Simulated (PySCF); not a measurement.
C₂H₆N, SMILES C[N]C, multiplicity 2. Geometry: ωB97X-D3(BJ)/def2-TZVP. The isomer is the one that the SMILES or the coordinates give; other isomers of the formula were not compared.

Level of theory: ωB97X-D3(BJ)/def2-TZVP (PySCF 2.14.0).

Harmonic wavenumbers (cm⁻¹): 84, 155, 439, 943, 946, 1017, 1033, 1218, 1236, 1403, 1424, 1471, 1481, 1497, 1501, 2983, 2992, 3032, 3038, 3135, 3137. Rotational constants (GHz): 40.06, 9.789, 8.719; symmetry number 2.

Problem. Work out the zero-point energy and the ideal-gas rigid-rotor harmonic-oscillator thermochemistry at 298.15 K and 1 atm.

Solution. ZPE = ½ Σ hcν = ½ × 34166 cm⁻¹ = 48.84 kcal/mol. H − E(el) = 52.40 kcal/mol. Entropy in cal/(mol K): translation 37.28, rotation 20.69, vibration 7.79, spin 1.38, total 67.14. G − E(el) = 32.39 kcal/mol. Cp = 15.67 cal/(mol K). Modes under 150 cm⁻¹ make the vibrational entropy uncertain.
